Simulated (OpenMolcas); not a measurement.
V3+ with 6 ligands (chloride) in octahedral coordination (Oh). A charge of +0.5 e stands 2.4 Å behind each ligand. Ligand basis ANO-RCC-VDZP.

| Quantity | Value |
| --- | --- |
| Program | OpenMolcas |
| Method | CASSCF |
| Basis | ANO-RCC-VDZP [5s4p2d1f] |
| Scalar Hamiltonian | DKH2, point nucleus |
| Active space | 2 electrons in 5 orbitals (3d) |
| State averaging | 2S+1 = 3 even, 10 roots; 2S+1 = 1 even, 15 roots |
| Spin-orbit coupling | state interaction with AMFI integrals over the reference wave functions |

All ligands move together. At R = 2.26 Å |10Dq| is 13770 cm-1, and at R = 2.4 Å it is 10036 cm-1.

**Question.** A third run gives 7910 cm-1. What distance was it run at?

**Answer.** With a power law R^-n the two known points give n = -ln(10036 / 13770) / ln(2.4 / 2.26) = 5.26. Then R = 2.26 × (13770 / 7910)^(1/5.26) = 2.511 Å. The run was at 2.51 Å, so the estimate is off by +0.001 Å.

An orbital triplet at a regular site is open to Jahn-Teller coupling, which can distort the site and quench the lowest spin-orbit gaps and is left out. Without dynamic correlation the repulsion within the d shell is too large (B by tens of per cent), so at a given field states of lower spin stand too high. Ligand-to-metal charge-transfer states are missing. With no ligand orbital active B as a rule stays too high, so bands that hang on it stand too high and its fall with covalency is understated. With metal d orbitals alone and no dynamic correlation the field as a rule comes out too small, by tens of per cent, by up to half for chloride and softer ligands. The least metal-like active orbital is 83 % on the metal (Löwdin) and no ligand orbital is active, so the numbers are rough (holds for R = 2.26). No measured value stands beside these numbers; the geometry is a model, was not optimised and need not be the one that this ion takes.
